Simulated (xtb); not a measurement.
B2Cl4, triplet, at a GFN2-xTB geometry (a higher spin typed on purpose: for a closed-shell molecule this is an excited state); xtb 6.7.1 with GFN1-xTB.

xtb was given this input:
```
$ xtb mol.xyz --gfn 1 --uhf 2 --etemp 1000 --json

# file mol.xyz
6

Cl    -1.53946817    -1.66678088    -0.10821165
B     -0.80012691    -0.07747045    -0.06474284
Cl    -1.82615722     1.34091195    -0.16412033
B      0.80012691     0.07747045     0.06474284
Cl     1.82615722    -1.34091195     0.16412033
Cl     1.53946817     1.66678088     0.10821165
```

Question: Write the output that xtb gives for this input, abridged.

Answer: 
```
   ID    Z sym.   atoms
    1   17 Cl     1, 3, 5, 6
    2    5 B      2, 4

           -------------------------------------------------
          |                Calculation Setup                |
           -------------------------------------------------

           -------------------------------------------------
          |                 G F N 1 - x T B                 |
           -------------------------------------------------

          ...................................................
          :                      SETUP                      :
          :.................................................:
          :  # basis functions                  48          :
          :  # atomic orbitals                  44          :
          :  # shells                           16          :
          :  # electrons                        34          :
          :  # halogen bonds                     0          :
          :  max. iterations                   250          :
          :  Hamiltonian                  GFN1-xTB          :
          :  restarted?                      false          :
          :  GBSA solvation                  false          :
          :  PC potential                    false          :
          :  electronic temp.         1000.0000000     K    :
          :  accuracy                    1.0000000          :
          :  -> integral cutoff          0.2500000E+02      :
          :  -> integral neglect         0.1000000E-07      :
          :  -> SCF convergence          0.1000000E-05 Eh   :
          :  -> wf. convergence          0.2000000E-04 e    :
          :  Broyden damping             0.4000000          :
          :  net charge                          0          :
          :  unpaired electrons                  2          :
          ...................................................

 iter      E             dE          RMSdq      gap      omega  full diag
   1    -19.9105676 -0.199106E+02  0.767E+00    3.40       0.0  T
   2    -19.9242524 -0.136848E-01  0.473E+00    3.47       1.0  T
   3    -19.9242593 -0.696825E-05  0.544E-01    3.46       1.0  T
   4    -19.9242608 -0.143270E-05  0.668E-03    3.45       6.1  T
   5    -19.9242608 -0.885999E-08  0.363E-03    3.45      11.2  T
   6    -19.9242608 -0.378822E-08  0.202E-04    3.45     201.9  T
   7    -19.9242608 -0.145242E-09  0.187E-07    3.45  100000.0  T
   8    -19.9242608 -0.319744E-13  0.716E-08    3.45  100000.0  T

[...]
         :: total energy             -19.856565944308 Eh    ::
[...]
        22                         -0.1328830              -3.6159
        23                         -0.0989932              -2.6937
        24                         -0.0722619              -1.9663
        25                         -0.0617152              -1.6794
        26                         -0.0614743              -1.6728
        27                         -0.0603010              -1.6409
        28                         -0.0601845              -1.6377
        29                         -0.0593202              -1.6142
       ...                                ...                  ...
        44                          0.5527917              15.0422
      -------------------------------------------------------------
                  HL-Gap            0.1268936 Eh            3.4530 eV
             Fermi-level           -0.3598348 Eh           -9.7916 eV

  Mulliken/CM5 charges         n(s)   n(p)   n(d)
     1Cl   -0.10547 -0.02885   1.931  5.178 -0.004
     2B     0.21094  0.05770   0.956  1.833  0.000
     3Cl   -0.10547 -0.02885   1.931  5.178 -0.004
     4B     0.21094  0.05770   0.956  1.833  0.000
     5Cl   -0.10547 -0.02885   1.931  5.178 -0.004
     6Cl   -0.10547 -0.02885   1.931  5.178 -0.004

Wiberg/Mayer (AO) data.
largest (>0.10) Wiberg bond orders for each atom

 ---------------------------------------------------------------------------
     #   Z sym  total        # sym  WBO       # sym  WBO       # sym  WBO
 ---------------------------------------------------------------------------
     1  17 Cl   1.304 --     2 B    1.064
     2   5 B    3.335 --     4 B    1.076     1 Cl   1.064     3 Cl   1.064
     3  17 Cl   1.304 --     2 B    1.064
     4   5 B    3.335 --     2 B    1.076     6 Cl   1.064     5 Cl   1.064
     5  17 Cl   1.304 --     4 B    1.064
     6  17 Cl   1.304 --     4 B    1.064
 ---------------------------------------------------------------------------

Topologies differ in total number of bonds
Writing topology from bond orders to xtbtopo.mol

 dipole moment from electron density (au)
     X       Y       Z
  -0.0000   0.0000   0.0000  total (Debye):    0.000

           -------------------------------------------------
          | TOTAL ENERGY              -19.856565944308 Eh   |
          | GRADIENT NORM               0.020100641187 Eh/α |
          | HOMO-LUMO GAP               3.452951664020 eV   |
           -------------------------------------------------

normal termination of xtb
```
